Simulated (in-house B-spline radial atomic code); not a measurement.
The numbers below are computed, except where a source is named.
# Correlation energy from the adiabatic connection: ω²r²/2 − Z/r, ω = 1.81, Z = 3

Two electrons in a singlet, external potential ω²r²/2 − Z/r, ω = 1.81, Z = 3 (atomic units). Full CI in B-splines (partial waves to l = 8, correlation up to 0.6 % small) with the density held fixed gives W(λ) = <V_ee>_λ − U, and E_c is the integral of W(λ) − W(0) from 0 to 1.

```json
{"λ": "0", "W(λ) − W(0) (hartree)": "0.00000"}
{"λ": "0.02", "W(λ) − W(0) (hartree)": "-0.00184"}
{"λ": "0.05", "W(λ) − W(0) (hartree)": "-0.00458"}
{"λ": "0.12", "W(λ) − W(0) (hartree)": "-0.01090"}
{"λ": "0.25", "W(λ) − W(0) (hartree)": "-0.02237"}
{"λ": "0.4", "W(λ) − W(0) (hartree)": "-0.03518"}
{"λ": "0.6", "W(λ) − W(0) (hartree)": "-0.05158"}
{"λ": "0.8", "W(λ) − W(0) (hartree)": "-0.06725"}
{"λ": "1", "W(λ) − W(0) (hartree)": "-0.08224"}
```

(1) Integrate the table by the trapezoid rule.

(2) Now use only three numbers: W(0) = -1.9047, the initial slope W'(0) = -0.09215 (extrapolated from the first points) and the strong-coupling limit of the point-charge-plus-continuum model, W∞ = -2.6821. What do second-order theory and the interpolation W(λ) = W∞ + (W(0) − W∞)/√(1 + 2χλ) of Seidl, Perdew and Levy give?

Results:

(1) The strips give -0.00002, -0.00010, -0.00054, -0.00216, -0.00432, -0.00868, -0.01188, -0.01495, which sum to -0.04264 hartree. The direct value, W(1) − W(0) + T_c with T_c = 0.03955, is -0.04269; the curve is convex, so chords lie above it and the trapezoids fall short in size by 0.11 %.

(2) Second order keeps the slope alone: E_c = W'(0)/2 = -0.04607, +8 % in size against -0.04269. Matching the slope fixes χ = W'(0)/(W∞ − W(0)) = -0.09215/(-0.77740) = 0.11854. Integrating, with s = √(1 + 2χ) = 1.112238, E_c = −(W(0) − W∞)(s − 1)/(s + 1) = −0.77740 × 0.112238/2.112238 = -0.04131 hartree, -3.2 % in size against the full result. At λ = 1 the formula gives W − W(0) = -0.07845 against -0.08224. Part of the miss can come from the model's W∞.
